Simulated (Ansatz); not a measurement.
Ideal-gas functions of CH₃NSTe (`N=C(S)[TeH]`) at 400 K and 1 bar, from an Ansatz frequency run at PBE0-D4/def2-TZVP.

Molar mass 188.71 g/mol, point group C1 (symmetry number 1), electronic degeneracy 1, moments of inertia 72.78, 342.159, 414.536 u Å². Harmonic wavenumbers (cm⁻¹, unscaled): 106, 173, 213, 293, 450, 478, 656, 801, 825, 945, 1199, 1669, 2154, 2730, 3475.

Use S(trans) = R[1.5 ln M + 2.5 ln T − 1.1517]; rotational temperatures θ = 24.2544 K / I; S(rot) = R[ln(√π/σ · √(T³/θAθBθC)) + 1.5]; for each mode x = 1.438777 ν̃/T, S = R[x/(eˣ − 1) − ln(1 − e⁻ˣ)] and H = RT x/(eˣ − 1); 1 cm⁻¹ = 0.0119627 kJ/mol; R = 8.31446 J/(mol·K).

Task: By hand: the entropy, in J/(mol·K).

Result: Translation 180.3. Rotation: θ = 0.3333, 0.0709, 0.0585 K, giving 119.3. Vibration, mode by mode: 16.38, 12.39, 10.73, 8.25, 5.16, 4.76, 2.87, 1.90, 1.78, 1.26, 0.60, 0.14, 0.03, 0.00, 0.00, in all 66.3. Electronic 0.0. Sum 365.9 J/(mol·K).

Task: By hand: H − E and G − E in kJ/mol, counted from the electronic energy.

Result: Zero-point energy ½ × 16167 × 0.0119627 = 96.7; thermal vibration 14.4; translation, rotation and pV give 4 RT = 13.3. H − E = 124.4 kJ/mol, and G − E = 124.4 − 400 × 365.9/1000 = -22.0 kJ/mol.

Vibration gives 18 % of the entropy, 16.4 J/(mol·K) of it from the mode under 150 cm⁻¹: soft modes count most, and the harmonic formula is weakest for them. The sum counts one conformer and one mirror image; others add a mixing term.
